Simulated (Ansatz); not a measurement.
This geometry of B₂H₇N₃O (13 atoms, charge 0, multiplicity 1) is a first-order saddle point.

Level of theory: RKS PBE0-D4/6-31G* in Ansatz 0.2.0.

```xyz
13
Properties=species:S:1:pos:R:3
N 0.114 -2.086 0.764
B 0.335 -0.670 0.379
N 1.534 0.015 0.674
N -0.742 -0.010 -0.318
B -0.839 1.306 -0.819
O -1.987 1.691 -1.459
H 0.816 -2.696 0.353
H 0.191 -2.215 1.769
H 2.299 -0.424 1.158
H 1.702 0.977 0.420
H -1.545 -0.613 -0.465
H 0.075 2.084 -0.687
H -1.931 2.606 -1.754
```

Problem. Which two structures does it join? (They come from a converged band through this point; their orientation in space is the band's.)

Solution. No bond is made or broken. The dihedral H7–N1–B2–N4 goes from -176 to -11°. The two ends are copies of one structure, up to a mirror image or an exchange of like atoms.

Image 0:

```xyz
13
Properties=species:S:1:pos:R:3
N 0.327 -2.075 0.632
B 0.454 -0.717 0.216
N 1.730 -0.107 0.099
N -0.753 0.031 -0.110
B -0.899 1.389 -0.446
O -2.153 1.868 -0.735
H 1.115 -2.626 0.931
H -0.556 -2.484 0.886
H 2.589 -0.571 0.342
H 1.855 0.822 -0.265
H -1.619 -0.497 -0.109
H 0.055 2.127 -0.481
H -2.125 2.807 -0.944
```

Image 8:

```xyz
13
Properties=species:S:1:pos:R:3
N 0.335 -2.080 0.611
B 0.454 -0.708 0.241
N 1.722 -0.069 0.212
N -0.751 0.026 -0.119
B -0.897 1.378 -0.483
O -2.152 1.849 -0.785
H -0.553 -2.517 0.794
H 1.114 -2.618 0.953
H 2.584 -0.553 0.401
H 1.847 0.862 -0.146
H -1.616 -0.502 -0.113
H 0.056 2.116 -0.533
H -2.123 2.782 -1.017
```

Problem. How far does it lie above each of them?

Solution. 0.41 eV above the first and 0.41 eV above the second. This is the barrier of this one path; another mechanism may lie lower.

Time of the run: 4.3 min on 2 threads of Arm Neoverse V2, on a shared host, peak memory 0.23 GiB.
